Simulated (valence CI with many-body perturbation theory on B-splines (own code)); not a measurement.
## E1 transitions of Zr33+

Method: valence CI with perturbative core correlation (CI+MBPT): five valence electrons over a frozen Dirac-Fock core [He], a basis of 9 s, 9 p, 8 d, 6 f, 3 g, 1 h functions for each j, with the one-electron correlation potential Σ1 (screened to all orders), the two-electron term Σ2, the three-electron term Σ3, Breit, model QED; selected single and double excitations, second order for the rest (own B-spline code, finite nucleus).

No measured spectrum was set against this ion. As an estimate, large intervals hold to a few tenths of a per cent, small ones and those within an open d or f shell to about a per cent. Among the levels kept, up to 1500 cm⁻¹ of a level comes from second order outside the variational space, and about a tenth of that is noise between levels of different J, which matters for small intervals.

Lines 51 to 100 of 204 in falling wavelength, among levels below 2701.1 eV, chosen from the strongest by gf and those to the six lowest levels. Wavelengths and rates use the calculated energies. Electric multipoles are in the length gauge, E1 and E2 with the static RPA response of the core. Weak lines are less certain than strong ones. Lines between different terms over intervals too small for the method are left out, as are lines whose strength nearly cancels. The highest levels of a list are the least certain.

Levels are named by their leading jj configuration (3d3/2^4 stands for four electrons in 3d with j = 3/2), which in mixed levels can hold well under half, so a name can repeat and another be missing. Letters in brackets count levels of one name in rising energy.

| λ vac (Å) | Upper | Lower | A (s⁻¹) | S (a.u.) |
| --- | --- | --- | --- | --- |
| 149.1 | (2s^2 2p1/2 2p3/2 3p3/2) J=5/2 [b] | (2s^2 2p1/2 2p3/2 3s) J=5/2 | 8.27e+09 | 8.11e-02 |
| 146.0 | (2s 2p1/2^2 2p3/2 3p3/2) J=5/2 | (2s 2p1/2^2 2p3/2 3s) J=5/2 | 8.95e+09 | 8.25e-02 |
| 141.9 | (2s^2 2p1/2 2p3/2 3d3/2) J=5/2 [b] | (2s^2 2p1/2 2p3/2 3p1/2) J=5/2 | 4.71e+09 | 3.99e-02 |
| 140.2 | (2s^2 2p1/2 2p3/2 3p3/2) J=1/2 [b] | (2s^2 2p1/2 2p3/2 3s) J=3/2 [b] | 2.24e+10 | 6.09e-02 |
| 137.6 | (2s^2 2p3/2^2 3p3/2) J=3/2 [a] | (2s^2 2p3/2^2 3s) J=3/2 | 2.12e+10 | 1.09e-01 |
| 100.1 | (2s 2p1/2 2p3/2^2 3s) J=7/2 | (2s^2 2p3/2^2 3s) J=5/2 | 9.75e+09 | 3.86e-02 |
| 95.59 | (2s 2p1/2^2 2p3/2^2) J=5/2 | (2s^2 2p1/2 2p3/2^2) J=5/2 | 2.93e+09 | 7.57e-03 |
| 85.75 | (2s 2p1/2^2 2p3/2^2) J=5/2 | (2s^2 2p1/2 2p3/2^2) J=3/2 | 8.73e+09 | 1.63e-02 |
| 81.97 | (2s 2p1/2 2p3/2^3) J=5/2 | (2s^2 2p3/2^3) J=3/2 | 1.06e+10 | 1.73e-02 |
| 81.43 | (2s 2p1/2^2 2p3/2^2) J=1/2 | (2s^2 2p1/2 2p3/2^2) J=1/2 | 1.08e+10 | 5.76e-03 |
| 77.04 | (2p1/2^2 2p3/2^3) J=3/2 | (2s 2p1/2 2p3/2^3) J=3/2 [b] | 3.22e+10 | 2.91e-02 |
| 73.83 | (2p1/2 2p3/2^4) J=1/2 | (2s 2p3/2^4) J=1/2 | 5.27e+10 | 2.09e-02 |
| 72.08 | (2s 2p1/2^2 2p3/2^2) J=3/2 | (2s^2 2p1/2 2p3/2^2) J=5/2 | 7.99e+09 | 5.91e-03 |
| 71.59 | (2s 2p1/2 2p3/2^3) J=1/2 | (2s^2 2p3/2^3) J=3/2 | 2.98e+09 | 1.08e-03 |
| 67.07 | (2s 2p1/2 2p3/2^3) J=3/2 [b] | (2s^2 2p3/2^3) J=3/2 | 1.62e+10 | 9.66e-03 |
| 66.34 | (2s 2p1/2^2 2p3/2^2) J=3/2 | (2s^2 2p1/2 2p3/2^2) J=3/2 | 1.77e+09 | 1.02e-03 |
| 63.73 | (2p1/2^2 2p3/2^3) J=3/2 | (2s 2p1/2 2p3/2^3) J=5/2 | 6.84e+10 | 3.50e-02 |
| 60.90 | (2s 2p1/2 2p3/2^2 3s) J=5/2 [a] | (2s^2 2p1/2 2p3/2 3s) J=3/2 [a] | 4.08e+10 | 2.73e-02 |
| 59.34 | (2s 2p1/2 2p3/2^3) J=3/2 [a] | (2s^2 2p1/2 2p3/2^2) J=1/2 | 2.13e+09 | 8.79e-04 |
| 58.18 | (2s 2p1/2 2p3/2^2 3s) J=7/2 | (2s^2 2p1/2 2p3/2 3s) J=5/2 | 2.93e+10 | 2.28e-02 |
| 57.65 | (2p1/2^2 2p3/2^3) J=3/2 | (2s 2p1/2 2p3/2^3) J=3/2 [a] | 4.79e+10 | 1.81e-02 |
| 55.64 | (2s 2p1/2^2 2p3/2^2) J=5/2 | (2s^2 2p1/2^2 2p3/2) J=3/2 | 3.17e+10 | 1.62e-02 |
| 54.27 | (2s 2p1/2 2p3/2^3) J=3/2 [a] | (2s^2 2p1/2 2p3/2^2) J=5/2 | 6.79e+09 | 2.14e-03 |
| 50.95 | (2s 2p1/2 2p3/2^3) J=3/2 [a] | (2s^2 2p1/2 2p3/2^2) J=3/2 | 1.33e+11 | 3.47e-02 |
| 49.80 | (2s 2p1/2 2p3/2^3) J=5/2 | (2s^2 2p1/2 2p3/2^2) J=5/2 | 1.18e+11 | 4.30e-02 |
| 49.60 | (2s 2p1/2^2 2p3/2 3p1/2) J=3/2 [b] | (2s^2 2p1/2^2 3p1/2) J=1/2 | 1.08e+11 | 2.61e-02 |
| 49.52 | (2s 2p1/2^2 2p3/2 3p1/2) J=1/2 | (2s^2 2p1/2^2 3p1/2) J=1/2 | 1.01e+11 | 1.21e-02 |
| 49.32 | (2s 2p1/2 2p3/2^3) J=1/2 | (2s^2 2p1/2 2p3/2^2) J=1/2 | 1.04e+11 | 1.23e-02 |
| 49.32 | (2s 2p1/2^2 2p3/2 3s) J=3/2 [b] | (2s^2 2p1/2^2 3s) J=1/2 | 1.07e+11 | 2.54e-02 |
| 49.19 | (2p1/2 2p3/2^4) J=1/2 | (2s 2p1/2 2p3/2^3) J=3/2 [b] | 2.81e+11 | 3.30e-02 |
| 47.13 | (2s 2p1/2 2p3/2^3) J=3/2 [b] | (2s^2 2p1/2 2p3/2^2) J=1/2 | 5.58e+10 | 1.15e-02 |
| 46.99 | (2s 2p1/2 2p3/2^3) J=5/2 | (2s^2 2p1/2 2p3/2^2) J=3/2 | 3.26e+09 | 1.00e-03 |
| 46.81 | (2s 2p1/2^2 2p3/2^2) J=1/2 | (2s^2 2p1/2^2 2p3/2) J=3/2 | 1.25e+11 | 1.26e-02 |
| 46.76 | (2s 2p1/2^2 2p3/2^2) J=3/2 | (2s^2 2p1/2^2 2p3/2) J=3/2 | 1.78e+11 | 3.60e-02 |
| 46.09 | (2s 2p3/2^4) J=1/2 | (2s^2 2p3/2^3) J=3/2 | 3.27e+11 | 3.16e-02 |
| 45.66 | (2p1/2^2 2p3/2^3) J=3/2 | (2s 2p1/2^2 2p3/2^2) J=3/2 | 1.32e+11 | 2.49e-02 |
| 43.87 | (2s 2p1/2 2p3/2^3) J=3/2 [b] | (2s^2 2p1/2 2p3/2^2) J=5/2 | 3.03e+11 | 5.06e-02 |
| 43.38 | (2s 2p1/2 2p3/2^3) J=1/2 | (2s^2 2p1/2 2p3/2^2) J=3/2 | 2.14e+11 | 1.73e-02 |
| 39.51 | (2p1/2^2 2p3/2^3) J=3/2 | (2s 2p1/2^2 2p3/2^2) J=5/2 | 5.24e+10 | 6.38e-03 |
| 38.56 | (2s 2p1/2 2p3/2^3) J=3/2 [a] | (2s^2 2p1/2^2 2p3/2) J=3/2 | 2.00e+10 | 2.26e-03 |
| 34.06 | (2s 2p1/2 2p3/2^3) J=1/2 | (2s^2 2p1/2^2 2p3/2) J=3/2 | 1.85e+10 | 7.20e-04 |
| 33.00 | (2s 2p1/2 2p3/2^3) J=3/2 [b] | (2s^2 2p1/2^2 2p3/2) J=3/2 | 1.76e+10 | 1.25e-03 |
| 32.49 | (2s 2p3/2^4) J=1/2 | (2s^2 2p1/2 2p3/2^2) J=3/2 | 3.13e+10 | 1.06e-03 |
| 5.366 | (2s^2 2p1/2 2p3/2 3p1/2) J=3/2 [b] | (2s 2p1/2^2 2p3/2^2) J=5/2 | 3.20e+11 | 9.76e-05 |
| 5.328 | (2s^2 2p1/2 2p3/2 3p3/2) J=3/2 [b] | (2s 2p1/2^2 2p3/2^2) J=5/2 | 6.64e+11 | 1.98e-04 |
| 5.313 | (2s^2 2p1/2 2p3/2 3p3/2) J=5/2 [b] | (2s 2p1/2^2 2p3/2^2) J=5/2 | 3.17e+11 | 1.41e-04 |
| 5.267 | (2s^2 2p1/2 2p3/2 3s) J=1/2 | (2s^2 2p1/2 2p3/2^2) J=1/2 | 4.78e+12 | 6.90e-04 |
| 5.263 | (2s 2p1/2 2p3/2^2 3s) J=3/2 | (2s 2p1/2 2p3/2^3) J=3/2 [a] | 1.10e+13 | 3.16e-03 |
| 5.262 | (2s 2p1/2 2p3/2^2 3s) J=5/2 [b] | (2s 2p1/2 2p3/2^3) J=5/2 | 1.18e+13 | 5.11e-03 |
| 5.259 | (2s 2p1/2^2 2p3/2 3s) J=5/2 | (2s 2p1/2^2 2p3/2^2) J=5/2 | 3.12e+12 | 1.34e-03 |
